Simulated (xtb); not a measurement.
F₃Y, charge -1, doublet, from a rough starting geometry (GFN-xTB shapes and energies of metal compounds can be far from the true ones) (the multiplicity is a formal guess); GFN2-xTB in xtb.

Input for xtb:
```
$ xtb mol.xyz --gfn 2 --chrg -1 --uhf 1 --opt vtight --json

# file mol.xyz
4

Y      0.04190899     0.00925527    -0.00495207
F     -1.56055086    -0.95924700     0.07042664
F      0.06380752     1.73671493    -0.74299035
F      1.56573040    -0.66878403     0.64742463
```

What does xtb print? Leave out banner, timings and long lists.


```
   ID    Z sym.   atoms
    1   39 Y      1
    2    9 F      2-4

           -------------------------------------------------
          |                Calculation Setup                |
           -------------------------------------------------

           -------------------------------------------------
          |                 G F N 2 - x T B                 |
           -------------------------------------------------

          ...................................................
          :                      SETUP                      :
          :.................................................:
          :  # basis functions                  22          :
          :  # atomic orbitals                  21          :
          :  # shells                            9          :
          :  # electrons                        25          :
          :  max. iterations                   250          :
          :  Hamiltonian                  GFN2-xTB          :
          :  restarted?                      false          :
          :  GBSA solvation                  false          :
          :  PC potential                    false          :
          :  electronic temp.          300.0000000     K    :
          :  accuracy                    1.0000000          :
          :  -> integral cutoff          0.2500000E+02      :
          :  -> integral neglect         0.1000000E-07      :
          :  -> SCF convergence          0.1000000E-05 Eh   :
          :  -> wf. convergence          0.1000000E-03 e    :
          :  Broyden damping             0.4000000          :
          :  net charge                         -1          :
          :  unpaired electrons                  1          :
          ...................................................

 iter      E             dE          RMSdq      gap      omega  full diag
   1      0.5302399  0.530240E+00  0.538E+01    0.03       0.0  T
   2    -14.8425521 -0.153728E+02  0.239E+01    0.05       1.0  T
   3    -15.2416718 -0.399120E+00  0.161E+01    0.03       1.0  T
   4    -15.4586467 -0.216975E+00  0.133E+01    0.09       1.0  T
   5    -15.6731576 -0.214511E+00  0.104E+01    0.20       1.0  T
   6    -15.7390123 -0.658546E-01  0.653E+00    0.27       1.0  T
   7    -12.8221660  0.291685E+01  0.246E+01    0.42       1.0  T
   8    -12.5074915  0.314675E+00  0.257E+01    0.39       1.0  T
   9    -15.1829061 -0.267541E+01  0.156E+01    0.40       1.0  T
  10    -15.2215890 -0.386829E-01  0.153E+01    0.39       1.0  T
  11    -15.2609496 -0.393605E-01  0.149E+01    0.39       1.0  T
  12    -15.4796143 -0.218665E+00  0.127E+01    0.38       1.0  T
  13    -15.1780499  0.301564E+00  0.150E+01    0.39       1.0  T
  14    -15.8444290 -0.666379E+00  0.536E+00    0.36       1.0  T
  15    -15.9095613 -0.651323E-01  0.141E+00    0.37       1.0  T
  16    -15.9114473 -0.188596E-02  0.977E-01    0.37       1.0  T
  17    -15.9115442 -0.969011E-04  0.375E-01    0.37       1.0  T
  18    -15.9116035 -0.593258E-04  0.502E-01    0.37       1.0  T
  19    -15.9113449  0.258552E-03  0.643E-01    0.37       1.0  T
  20    -15.9117160 -0.371111E-03  0.530E-01    0.37       1.0  T
  21    -15.9112290  0.487063E-03  0.598E-01    0.37       1.0  T
  22    -15.9112685 -0.394964E-04  0.549E-01    0.37       1.0  T
  23    -15.9114842 -0.215733E-03  0.422E-01    0.37       1.0  T
  24    -15.9114736  0.106053E-04  0.419E-01    0.37       1.0  T
  25    -15.9114877 -0.141124E-04  0.423E-01    0.37       1.0  T
  26    -15.9116008 -0.113038E-03  0.357E-01    0.37       1.0  T
  27    -15.9116926 -0.918867E-04  0.313E-01    0.37       1.0  T
  28    -15.9117160 -0.234120E-04  0.301E-01    0.37       1.0  T
  29    -15.9117337 -0.176288E-04  0.289E-01    0.37       1.0  T
  30    -15.9117705 -0.368689E-04  0.261E-01    0.37       1.0  T
  31    -15.9118158 -0.452352E-04  0.224E-01    0.37       1.0  T
  32    -15.9118670 -0.512621E-04  0.173E-01    0.37       1.0  T
[...]
         :: total energy             -15.890378129798 Eh    ::
 * total energy  :   -15.8903781 Eh     change       -0.7746692E-11 Eh
 * total energy  :   -15.8918859 Eh     change       -0.1507778E-02 Eh
 * total energy  :   -15.8932141 Eh     change       -0.1328232E-02 Eh
 * total energy  :   -15.8933096 Eh     change       -0.9545343E-04 Eh
 * total energy  :   -15.8933150 Eh     change       -0.5396181E-05 Eh
 * total energy  :   -15.8933160 Eh     change       -0.9723909E-06 Eh
 * total energy  :   -15.8933161 Eh     change       -0.9182097E-07 Eh
   *** GEOMETRY OPTIMIZATION CONVERGED AFTER 7 ITERATIONS ***
         :: total energy             -15.893316053278 Eh    ::
[...]

           -------------------------------------------------
          |                Property Printout                |
           -------------------------------------------------

    * Orbital Energies and Occupations

         #    Occupation            Energy/Eh            Energy/eV
      -------------------------------------------------------------
         1        2.0000           -0.6359732             -17.3057
         2        2.0000           -0.6041568             -16.4399
         3        2.0000           -0.6041298             -16.4392
         4        2.0000           -0.3120403              -8.4910
         5        2.0000           -0.2906273              -7.9084
         6        2.0000           -0.2779490              -7.5634
         7        2.0000           -0.2779380              -7.5631
         8        2.0000           -0.2740289              -7.4567
         9        2.0000           -0.2740200              -7.4565
        10        2.0000           -0.2731098              -7.4317
        11        2.0000           -0.2720578              -7.4031
        12        2.0000           -0.2720496              -7.4028
        13        0.9973           -0.1371451              -3.7319 (HOMO)
        14        0.0013           -0.1252371              -3.4079 (LUMO)
        15        0.0013           -0.1252329              -3.4078
        16                         -0.1085712              -2.9544
        17                         -0.1085540              -2.9539
        18                          0.1285251               3.4973
        19                          0.1725140               4.6943
        20                          0.6493852              17.6707
        21                          0.6497473              17.6805
      -------------------------------------------------------------
                  HL-Gap            0.0119079 Eh            0.3240 eV
             Fermi-level           -0.1680587 Eh           -4.5731 eV

     #   Z          covCN         q      C6AA      α(0)
     1  39 Y        1.887     0.385   877.634   101.438
     2   9 F        0.629    -0.462    14.361     4.471
     3   9 F        0.629    -0.462    14.361     4.472
     4   9 F        0.629    -0.462    14.361     4.472

 Mol. C6AA /au·bohr⁶  :       1518.120494
 Mol. C8AA /au·bohr⁸  :     198745.093668
 Mol. α(0) /au        :        114.852695

Wiberg/Mayer (AO) data.
largest (>0.10) Wiberg bond orders for each atom

 ---------------------------------------------------------------------------
     #   Z sym  total        # sym  WBO       # sym  WBO       # sym  WBO
 ---------------------------------------------------------------------------
     1  39 Y    2.410 --     2 F    0.803     3 F    0.803     4 F    0.803
     2   9 F    0.908 --     1 Y    0.803
     3   9 F    0.908 --     1 Y    0.803
     4   9 F    0.908 --     1 Y    0.803
 ---------------------------------------------------------------------------

Topologies differ in total number of bonds
Writing topology from bond orders to xtbtopo.mol

molecular dipole:
                 x           y           z       tot (Debye)
 q only:       -0.052      -0.055       0.014
   full:       -0.052      -0.055       0.014       0.196
molecular quadrupole (traceless):
                xx          xy          yy          xz          yz          zz
 q only:       -3.951      -1.074      -2.425      -2.453       4.764       6.375
  q+dip:       -4.439      -1.206      -2.724      -2.757       5.352       7.163
   full:       -5.405      -1.467      -3.317      -3.357       6.517       8.722

optimized geometry written to: xtbopt.xyz

           -------------------------------------------------
          | TOTAL ENERGY              -15.893316053278 Eh   |
          | GRADIENT NORM               0.000047022949 Eh/α |
          | HOMO-LUMO GAP               0.324031675989 eV   |
           -------------------------------------------------

normal termination of xtb
```
